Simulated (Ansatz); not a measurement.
Ga₃⁻ (the lowest singlet isomer of a short search) was relaxed with PBE-D4 (def2-TZVPD) in Ansatz in these states: charge -1 quintet, charge -1 singlet, charge -1 triplet. The geometries follow in no particular order.

A:

```xyz
3

Ga    0.0020    1.0268    1.1877
Ga    0.2811   -1.5198    0.2758
Ga   -0.2831    0.4930   -1.4635
```

B:

```tsv
atom	x (Å)	y (Å)	z (Å)
Ga1	-0.8217	0.5342	-1.0730
Ga2	-0.4502	-1.1494	0.7566
Ga3	1.2719	0.6153	0.3164
```

C:

```xyz
3

Ga    0.700   -0.337   -1.340
Ga   -1.351   -0.555    0.518
Ga    0.651    0.892    0.822
```

Task: Judge from the bond lengths which geometry belongs to which state (an estimate).

Result: A is the charge -1 quintet (Ga1–Ga2 2.719 Å, Ga1–Ga3 2.719 Å, Ga2–Ga3 2.719 Å); B is the charge -1 singlet (Ga1–Ga2 2.514 Å, Ga1–Ga3 2.514 Å, Ga2–Ga3 2.505 Å); C is the charge -1 triplet (Ga1–Ga2 2.776 Å, Ga1–Ga3 2.488 Å, Ga2–Ga3 2.488 Å).

At PBE-D4/def2-TZVPD the highest occupied level of the charge -1 quintet lies above zero (up to 0.76 eV). It is a level of α spin, whose loss leaves a quartet; that state wasn't run at this geometry and level. The electron is either unbound and held by the finite basis, or the level is raised by self-interaction error. At PBE-D4/def2-TZVPD the highest occupied level of the charge -1 singlet lies above zero (up to 0.45 eV). By energy differences its removal costs 1.60 eV (vertical, to the charge 0 doublet, at PBE-D4/def2-TZVPD); a positive level beside a positive removal energy at the same level points to self-interaction error. At PBE-D4/def2-TZVPD the highest occupied level of the charge -1 triplet lies above zero (up to 0.73 eV). It is a level of α spin, whose loss leaves a doublet; that state wasn't run at this geometry and level. The electron is either unbound and held by the finite basis, or the level is raised by self-interaction error. At PBE0-D4/def2-TZVPD a broken-symmetry singlet lies 0.25 eV below the charge -1 quintet. At PBE0-D4/def2-TZVPD a broken-symmetry singlet lies 0.15 eV below the charge -1 triplet. These are the stationary points nearest to one start from a short search; other shapes may lie lower in each state.
